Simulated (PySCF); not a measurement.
C₇H₉NOSi.
Z-matrix (Å and degrees, PBE0-D3(BJ)/def2-SVP geometry), rows numbered from 1:
```
C 
N   1  1.2665
C   2  1.3997  1  120.74
C   3  1.4048  2  123.76  1    36.20
C   4  1.3882  3  120.79  2   179.23
C   5  1.3990  4  120.35  3     0.40
O   6  1.3517  5  117.78  4   179.89
Si  7  1.6790  6  128.62  5   179.25
C   6  1.3998  5  119.29  4    -1.10
C   9  1.3900  6  120.10  5     0.02
H   1  1.1073  2  123.83  3     2.84
H   1  1.0987  2  119.15  3  -177.74
H   4  1.0924  3  119.68  2     1.29
H   5  1.0914  4  121.25  3  -178.92
H   8  1.4932  7  110.60  6    59.92
H   8  1.4932  7  110.61  6   -61.12
H   8  1.4850  7  104.97  6   179.43
H   9  1.0935  6  120.31  5  -179.09
H  10  1.0916  3  118.26  2     0.21
```

Level: PBE0/pcSseg-1 in PySCF, non-relativistic, on one gas-phase PBE0-D3(BJ)/def2-SVP geometry that isn't relaxed in the solvent. The solvent is an IEF-PCM continuum (Bondi radii, 1.10 Å for H, scaled by 1.2). Specific hydrogen bonds and non-electrostatic terms are outside this model.

Gas phase at PBE0/pcSseg-1: HOMO -6.33 eV, LUMO -1.14 eV, dipole 1.10 D.

What does the continuum do to the energy, the frontier levels and the dipole at PBE0/pcSseg-1 in methanol and acetonitrile?

```json
{"solvent": "methanol", "ε": "32.61", "E(solvent) − E(gas) (kcal/mol)": "-5.67", "polarisation term (kcal/mol)": "-6.67", "distortion of the solute (kcal/mol)": "1.00", "HOMO (eV)": "-6.44", "LUMO (eV)": "-1.17", "dipole (D)": "1.45"}
{"solvent": "acetonitrile", "ε": "35.69", "E(solvent) − E(gas) (kcal/mol)": "-5.69", "polarisation term (kcal/mol)": "-6.71", "distortion of the solute (kcal/mol)": "1.02", "HOMO (eV)": "-6.44", "LUMO (eV)": "-1.17", "dipole (D)": "1.45"}
```

The first energy column is the sum of the next two and covers electrostatics alone. From methanol to acetonitrile the lowering changes by a factor 1.00, Onsager's factor (ε − 1)/(2ε + 1) by 1.00 and ε itself by 1.1.

Which radius a makes the point-dipole formula ΔE = −[(ε − 1)/(2ε + 1)]·μ²/a³ give the value in acetonitrile, with the gas-phase dipole?

μ = 0.433 au and |ΔE| = 0.00907 Eh give a = 1.14 Å; the farthest nucleus lies 4.97 Å from the centroid of the nuclei, so such a sphere wouldn't even hold the nuclei. The formula assumes a rigid point dipole at the centre of a sphere.

Which IAO charges (PBE0/pcSseg-1) respond most in acetonitrile (means over atoms taken as equivalent)?

```tsv
atoms	environment	gas (e)	solvent (e)	change
N2	imine nitrogen	-0.241	-0.281	-0.040
H11	hydrogen on a C=N carbon	+0.109	+0.126	+0.017
C1	imine carbon	-0.115	-0.103	+0.012
H12	hydrogen on a C=N carbon	+0.153	+0.165	+0.012
H14/H18	aromatic hydrogen	+0.156	+0.167	+0.011
H13/H19	aromatic hydrogen	+0.158	+0.168	+0.010
C4/C10	aromatic CH carbon	-0.154	-0.163	-0.009
C3	aromatic carbon bearing nitrogen	+0.077	+0.069	-0.008
```
